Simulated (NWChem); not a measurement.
CH$_{7}$ClSi$_{2}$; SMILES [SiH3]C[SiH2]Cl

```xyz
11

Si     0.5581     2.0416     0.0785
C     -0.8127     0.9206    -0.5800
Si    -0.9679    -0.7586     0.2228
Cl     0.8762    -1.7151     0.2074
H      1.8993     1.5259    -0.3210
H      0.4879     2.1146     1.5702
H      0.3900     3.4214    -0.4722
H     -0.6695     0.7896    -1.6663
H     -1.7817     1.4349    -0.4448
H     -1.3949    -0.6251     1.6445
H     -1.9306    -1.6301    -0.5093
```
Atoms are numbered in this order, from 1.

Level: PBE0/def2-SVP (NWChem), optimised geometry, unscaled harmonic frequencies. 

Question: List the harmonic frequencies with IR intensities, and the thermochemistry.

Answer: 
```tsv
frequency (cm⁻¹)	IR intensity (km/mol)
44	0.5
120	0.6
133	0.2
241	3.2
473	6.0
525	28.3
549	5.4
571	10.6
680	24.2
701	18.6
770	53.2
800	92.8
875	286.0
931	245.4
944	67.6
949	24.3
957	50.9
1023	15.1
1087	77.5
1369	11.0
2231	103.5
2233	91.4
2249	105.2
2253	71.8
2255	123.9
3064	0.2
3134	0.2
```

```json
{
  "zero_point_energy": "44.5 kcal/mol",
  "thermal correction to the enthalpy at 298.15 K (with zero-point energy)": "49.6 kcal/mol",
  "heat capacity Cv": "24.4 cal/(mol K)",
  "entropy at 298.15 K and 1 atm (symmetry number 1)": "84.7 cal/(mol K)",
  "dipole_moment": "1.98 D"
}
```

Rigid rotor and harmonic oscillator; modes under 100 cm⁻¹ make the entropy uncertain.
